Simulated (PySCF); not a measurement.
## Mn⁺: ionisation energy

Mn⁺ [Ar] 3d5 4s1 (7S) → Mn²⁺ [Ar] 3d5 (6S), as a difference of total energies. Computed with PySCF 2.14 in cc-pVDZ-DK (6s5p3d1f, 43 functions), with scalar relativity by spin-free X2C-1e. Correlated levels: valence: [Ar] frozen. The calculations carry no spin-orbit coupling.

```csv
method,ionisation energy (eV),error (eV)
UHF,14.885,-0.755
r2SCAN,16.111,+0.471
PBE0,15.936,+0.296
MP2 (valence),15.276,-0.364
SCS-MP2 (valence),15.016,-0.624
```

Reference: 15.640 eV (measured; NIST Atomic Spectra Database, ionization energies).

Errors of the correlated levels include the incompleteness of this basis and the frozen core.
